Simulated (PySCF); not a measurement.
Run record: geometry optimisation, `F[C@@H]1[C@@H](OC)[C@H](C([O-])=O)C1`.

Computed with PBE0-D3(BJ)/def2-SVP geometry optimisation, gas phase (PySCF 2.14.0). Start geometry: GFN2-xTB. A driver script takes a list of jobs; this job's settings line and coordinates (Å) are shown.

Command:
```bash
OMP_NUM_THREADS=1 python probes_run.py task.json out
```

Input:
```
{"job": {"xc": "PBE0", "basis": "def2-SVP", "d3": "d3bj", "grid": 1, "kind": "geom"}, "charge": -1, "multiplicity": 1}
C      1.852272     0.150899    -1.504167
O      1.745572    -0.132061    -0.122524
C      0.440538     0.119027     0.343640
C      0.191845    -0.282091     1.793487
F      0.173581     0.737370     2.735968
C     -1.151175    -0.882782     1.394596
C     -0.684777    -0.857608    -0.069768
C     -1.684486    -0.302993    -1.178254
O     -2.791228     0.059558    -0.777125
O     -1.202654    -0.292901    -2.319537
H      2.737845    -0.369307    -1.869204
H      1.969084     1.230948    -1.666101
H      0.958653    -0.187851    -2.042136
H      0.158983     1.165120     0.158860
H      0.925381    -1.010548     2.151071
H     -1.976198    -0.183073     1.526032
H     -1.406086    -1.844509     1.837505
H     -0.265910    -1.809277    -0.403999
```

Output:
```
step   0  E = -557.98299384  max force = 0.015473
step   1  E = -557.98532548  max force = 0.006419
step   2  E = -557.98545965  max force = 0.004338
step   3  E = -557.98557023  max force = 0.001715
step   4  E = -557.98560838  max force = 0.003159
step   5  E = -557.98566481  max force = 0.000741
step   6  E = -557.98568807  max force = 0.000863
step   7  E = -557.98572091  max force = 0.000882
step   8  E = -557.98574905  max force = 0.000356
step   9  E = -557.98576693  max force = 0.000417
step  10  E = -557.98579336  max force = 0.000428
step  11  E = -557.98580667  max force = 0.000341
optimisation converged
```

Energies in Eh; «max force» is the largest Cartesian gradient component in Eh/bohr.

Q: Give the first gradient maximum in eV/Å.

A: With 1 Eh/bohr = 51.422 eV/Å, 0.796 eV/Å.

Q: How much energy does the optimisation release, in kJ/mol?

A: E(step 0) − E(last step) = 0.002813 Eh, which is 7.4 kJ/mol.

Main results: final energy -557.98581 Eh after 11 steps.

Cost: about 8 min of CPU time on one thread; the machine was shared, so the figure is rough.
Labels such as C1 count atoms from 1, the log's own numbers from 0.
